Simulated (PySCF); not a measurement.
PySCF job for CH10FNSi3, SMILES F[SiH2][Si@H](N)[SiH2]C, TDA-PBE/def2-SVPD. Geometry optimised at PBE-D3(BJ)/def2-SVP. The structure was generated by enumeration; whether it is a known compound was not checked. The values are those of a single conformer.

```python
import numpy as np
from pyscf import gto, scf, dft, tdscf

mol = gto.M(
    atom='''
    C     2.97595262    0.94123806    0.00549421
    Si    1.77749123    0.02056750    1.15232134
    Si   -0.04452698   -0.82524871   -0.07711622
    N    -1.04379092   -1.81632720    0.97458123
    Si   -1.37203466    0.98199419   -0.77411340
    F    -2.73006812    0.43340699   -1.53907920
    H     3.34972077    0.26761563   -0.79138747
    H     3.84729096    1.32770973    0.57124041
    H     2.47192664    1.80073394   -0.48077551
    H     2.48153344   -1.12638967    1.83795322
    H     1.26822142    0.94226150    2.23183780
    H     0.52070274   -1.48696267   -1.32576041
    H    -1.94037203   -2.13949915    0.59807546
    H    -0.58711767   -2.58458207    1.47521431
    H    -1.82039600    1.81204443    0.39938607
    H    -0.62309096    1.87088561   -1.73438880
    ''',
    basis='def2-SVPD',
    charge=0,
    spin=0,
    max_memory=1600,
    verbose=4,
)
mf = dft.RKS(mol, xc='pbe').density_fit(auxbasis='def2-universal-jkfit')
mf.grids.level = 3
mf.conv_tol = 1e-9
mf.max_cycle = 100
mf.kernel()
mf.grids = dft.Grids(mol).set(level=1).build(with_non0tab=True)  # coarser grid for the response kernel
td = tdscf.TDA(mf)
td.singlet = True
td.nstates = 6
td.conv_tol = 1e-4
td.positive_eig_threshold = 1e-6
td.kernel(x0=td.get_init_guess(mf, 11))
td.analyze()
tt = tdscf.TDA(mf)
tt.singlet = False
tt.nstates = 2
tt.conv_tol = 1e-4
tt.positive_eig_threshold = 1e-6
tt.kernel(x0=tt.get_init_guess(mf, 7))
tt.analyze(verbose=3)
```

Output:

```
PySCF version 2.14.0

[INPUT] verbose = 4
[INPUT] num. atoms = 16
[INPUT] num. electrons = 74
[INPUT] charge = 0
[INPUT] spin (= nelec alpha-beta = 2S) = 0
[INPUT] symmetry False subgroup None
[INPUT] Mole.unit = angstrom
[INPUT] Symbol           X                Y                Z      unit          X                Y                Z       unit  Magmom
[INPUT]  1 C      2.975952620000   0.941238060000   0.005494210000 AA    5.623735411482   1.778682151417   0.010382552171 Bohr   0.0
[INPUT]  2 Si     1.777491230000   0.020567500000   1.152321340000 AA    3.358971613516   0.038866942067   2.177571740092 Bohr   0.0
[INPUT]  3 Si    -0.044526980000  -0.825248710000  -0.077116220000 AA   -0.084143797354  -1.559494046551  -0.145728535562 Bohr   0.0
[INPUT]  4 N     -1.043790920000  -1.816327200000   0.974581230000 AA   -1.972478970108  -3.432360960598   1.841691610842 Bohr   0.0
[INPUT]  5 Si    -1.372034660000   0.981994190000  -0.774113400000 AA   -2.592769740811   1.855700075014  -1.462862315356 Bohr   0.0
[INPUT]  6 F     -2.730068120000   0.433406990000  -1.539079200000 AA   -5.159081048206   0.819020511572  -2.908438172015 Bohr   0.0
[INPUT]  7 H      3.349720770000   0.267615630000  -0.791387470000 AA    6.330054849067   0.505720247353  -1.495505576712 Bohr   0.0
[INPUT]  8 H      3.847290960000   1.327709730000   0.571240410000 AA    7.270326235915   2.509007762620   1.079487926184 Bohr   0.0
[INPUT]  9 H      2.471926640000   1.800733940000  -0.480775510000 AA    4.671264349616   3.402893969809  -0.908534041298 Bohr   0.0
[INPUT] 10 H      2.481533440000  -1.126389670000   1.837953220000 AA    4.689418570550  -2.128567985839   3.473228215562 Bohr   0.0
[INPUT] 11 H      1.268221420000   0.942261500000   2.231837800000 AA    2.396591149107   1.780616172722   4.217562196452 Bohr   0.0
[INPUT] 12 H      0.520702740000  -1.486962670000  -1.325760410000 AA    0.983985570911  -2.809952203752  -2.505324081691 Bohr   0.0
[INPUT] 13 H     -1.940372030000  -2.139499150000   0.598075460000 AA   -3.666771716466  -4.043067437240   1.130198821223 Bohr   0.0
[INPUT] 14 H     -0.587117670000  -2.584582070000   1.475214310000 AA   -1.109491599193  -4.884152258761   2.787751020939 Bohr   0.0
[INPUT] 15 H     -1.820396000000   1.812044430000   0.399386070000 AA   -3.440049878254   3.424267698244   0.754730290266 Bohr   0.0
[INPUT] 16 H     -0.623090960000   1.870885610000  -1.734388800000 AA   -1.177471265092   3.535461413290  -3.277519825513 Bohr   0.0

nuclear repulsion = 438.455431691065
number of shells = 95
number of NR pGTOs = 319
number of NR cGTOs = 215
basis = def2-SVPD
ecp = {}


[settings echo left out]
init E= -1066.07214844749
  HOMO = -0.282527181538811  LUMO = -0.100411829555931  gap/eV = 4.95561
cycle= 1 E= -1066.06991801959  delta_E= 0.00223  |g|= 0.76  |ddm|=  4.8
  HOMO = -0.13136043275219  LUMO = -0.0503116228904208  gap/eV = 2.20545
cycle= 2 E= -1065.61988374913  delta_E= 0.45  |g|= 1.67  |ddm|= 2.44
  HOMO = -0.223155282016569  LUMO = -0.0631149315444386  gap/eV = 4.35492
cycle= 3 E= -1066.18742896516  delta_E= -0.568  |g|= 0.186  |ddm|= 1.66
  HOMO = -0.226947932364717  LUMO = -0.066900961799945  gap/eV = 4.35510
cycle= 4 E= -1066.19467535392  delta_E= -0.00725  |g|= 0.0772  |ddm|= 0.278
  HOMO = -0.225063630000264  LUMO = -0.0680634458306382  gap/eV = 4.27219
cycle= 5 E= -1066.1960425998  delta_E= -0.00137  |g|= 0.0156  |ddm|=  0.1
  HOMO = -0.22626299526881  LUMO = -0.0675874235904321  gap/eV = 4.31778
cycle= 6 E= -1066.19611036431  delta_E= -6.78e-05  |g|= 0.00768  |ddm|= 0.0309
  HOMO = -0.225697541763877  LUMO = -0.0675135448328334  gap/eV = 4.30441
cycle= 7 E= -1066.19612329124  delta_E= -1.29e-05  |g|= 0.00158  |ddm|= 0.00974
  HOMO = -0.225849625991324  LUMO = -0.0675176631511043  gap/eV = 4.30843
cycle= 8 E= -1066.19612391283  delta_E= -6.22e-07  |g|= 0.000482  |ddm|= 0.00294
  HOMO = -0.225813050972229  LUMO = -0.0675077866984282  gap/eV = 4.30771
cycle= 9 E= -1066.19612398888  delta_E= -7.6e-08  |g|= 8.95e-05  |ddm|= 0.00106
  HOMO = -0.225824863616744  LUMO = -0.0675165039548471  gap/eV = 4.30779
cycle= 10 E= -1066.19612399151  delta_E= -2.64e-09  |g|= 2.37e-05  |ddm|= 0.00022
  HOMO = -0.225825208379207  LUMO = -0.0675160595771542  gap/eV = 4.30781
cycle= 11 E= -1066.19612399171  delta_E= -1.98e-10  |g|= 8.63e-06  |ddm|= 6.7e-05
  HOMO = -0.225823938018281  LUMO = -0.0675153300608535  gap/eV = 4.30780
Extra cycle  E= -1066.19612399168  delta_E= 3.34e-11  |g|= 1.43e-05  |ddm|= 3.83e-05
converged SCF energy = -1066.19612399168
tot grids = 59560
Overwritten attributes  positive_eig_threshold  of <class 'pyscf.tdscf.rks.TDA'>


******** <class 'pyscf.tdscf.rks.TDA'> for <class 'pyscf.df.df_jk.DFRKS'> ********
nstates = 6 singlet
deg_eia_thresh = 1.000e-03
wfnsym = None
conv_tol = 0.0001
eigh lindep = 1e-12
eigh level_shift = 0
eigh max_cycle = 100


Excitation energies (eV)
[4.40842416 5.16694054 5.41081038 5.79936177 5.86994048 5.97579456]

** Singlet excitation energies and oscillator strengths **
Excited State   1:      4.40842 eV    281.24 nm  f=0.0052
      37 -> 38        0.70416
Excited State   2:      5.16694 eV    239.96 nm  f=0.0559
      36 -> 38       -0.68663
Excited State   3:      5.41081 eV    229.14 nm  f=0.0054
      37 -> 39       -0.70034
Excited State   4:      5.79936 eV    213.79 nm  f=0.0062
      37 -> 40        0.68989
Excited State   5:      5.86994 eV    211.22 nm  f=0.0047
      35 -> 38        0.68931
Excited State   6:      5.97579 eV    207.48 nm  f=0.0090
      36 -> 39       -0.66018
      37 -> 41       -0.16539

** Transition electric dipole moments (AU) **
state          X           Y           Z        Dip. S.      Osc.
  1         0.1491     -0.1518     -0.0533      0.0481      0.0052
  2         0.5522     -0.1023      0.3556      0.4418      0.0559
  3        -0.1937     -0.0533     -0.0221      0.0408      0.0054
  4        -0.1365      0.0580     -0.1472      0.0437      0.0062
  5        -0.0314      0.0336     -0.1744      0.0325      0.0047
  6         0.1782      0.0937      0.1444      0.0614      0.0090

** Transition velocity dipole moments (imaginary part, AU) **
state          X           Y           Z        Dip. S.      Osc.
  1         0.0180     -0.0014     -0.0090      0.0004      0.0017
  2         0.0346     -0.0109      0.0123      0.0015      0.0052
  3        -0.0175     -0.0247     -0.0338      0.0021      0.0069
  4        -0.0315      0.0173     -0.0140      0.0015      0.0047
  5        -0.0076     -0.0179     -0.0263      0.0011      0.0033
  6         0.0324      0.0048      0.0092      0.0012      0.0035

** Transition magnetic dipole moments (imaginary part, AU) **
state          X           Y           Z
  1        -0.4137      0.1757     -0.1359
  2         0.2466      0.0537     -0.3929
  3        -0.8027      0.1022     -0.5007
  4        -0.1317     -0.6440      0.0064
  5        -0.0826      0.1460     -0.2996
  6         0.2903     -0.2441     -0.5403


******** <class 'pyscf.tdscf.rks.TDA'> for <class 'pyscf.df.df_jk.DFRKS'> ********
nstates = 2 triplet
deg_eia_thresh = 1.000e-03
wfnsym = None
conv_tol = 0.0001
eigh lindep = 1e-12
eigh level_shift = 0
eigh max_cycle = 100


Excitation energies (eV)
[4.18448365 4.46934625]

** Triplet excitation energies and oscillator strengths **
Excited State   1:      4.18448 eV    296.30 nm  f=0.0000
Excited State   2:      4.46935 eV    277.41 nm  f=0.0000
```

Self-consistency was reached.

Cost: roughly 110 core-seconds.
